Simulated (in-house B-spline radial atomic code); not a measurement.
RPA and G0W0 on CAM-B3LYP: Br²⁴⁺

Configuration [Ne] 3s1, highest spin, mean-field start CAM-B3LYP. Computed with an all-electron radial atomic-structure program (B-spline basis): all electrons, non-relativistic, point nucleus, each spin shell either full or empty, empty states to l = 9 with an (l + 1/2)⁻⁴ tail; G0W0 by contour deformation at full frequency.

Command:
```bash
python run_gw.py task.json out
```
Settings (radii: box in bohr, nucleus in fm):
```
Z                        35
electrons                11
configuration            [Ne] 3s1
hamiltonian              nr
method                   camb3lyp
lmax                     9
spin_polarised           True
box_radius               3.58
intervals                46
ion_configuration        [He] 2s2 2p6
```

Cost of the run: 2.3 s on 1 thread of Arm Neoverse N1, on a shared host.

Energies (hartree):

```json
{"term": "mean-field total", "value": "-2199.61843"}
{"term": "Hartree-Fock functional on these orbitals", "value": "-2199.18588"}
{"term": "direct second order", "value": "-0.75159"}
{"term": "second-order exchange", "value": "0.30142"}
{"term": "SOSEX correction", "value": "0.28647"}
```

Q: What is the RPA correlation energy, and what remains with SOSEX?

A: RPA gives -0.71824 hartree (-1.78 eV per electron); RPA + SOSEX gives -0.43178, and the second-order doubles -0.45017 hartree (no singles). SOSEX takes back 40 % of the RPA value.

Quasi-particle levels (eV):

| level | occupied | mean field | Σx - vxc | Σc | QP weight | G0W0 |
| --- | --- | --- | --- | --- | --- | --- |
| 3s up | yes | -1090.71 | -11.95 | ? | ? | ? |
| 2p down | yes | -2609.56 | -53.30 | 2.84 | 0.994 | -2660.02 |
| 2p up | yes | -2611.25 | -53.94 | 2.95 | 0.987 | -2662.24 |
| 2s down | yes | -2765.26 | -66.53 | 3.04 | 0.987 | -2828.74 |
| 3s down | no | -1068.67 | 18.43 | -4.49 | 0.972 | -1054.72 |

G0W0 = mean field + (Σx - vxc) + Σc, with Σc (partial-wave tail included) taken at the quasi-particle energy. Only the outer levels were computed.

Q: Where does G0W0 put 3s up?

A: At -1105.90 eV, with Σc = -3.24 eV and a quasi-particle weight of 0.985. The tabulated removal energy is 1119.17 ± 0.04 eV (NIST, semi-empirical); the calculation leaves out relativity, Breit and QED terms, and what these don't explain is the method's own error.

Q: What does it cost to remove one electron (to [He] 2s2 2p6) by differences of total energies, each species on its own start (correlation terms add to the Hartree-Fock functional)?

A: CAM-B3LYP 1105.95 eV, Hartree-Fock functional 1102.53 eV, + RPA 1104.87 eV, + RPA + SOSEX 1103.15 eV, + second order 1103.24 eV. Tabulated: 1119.17 ± 0.04 eV (NIST, semi-empirical); the calculation leaves out relativity, Breit and QED terms, and what these don't explain is the method's own error.
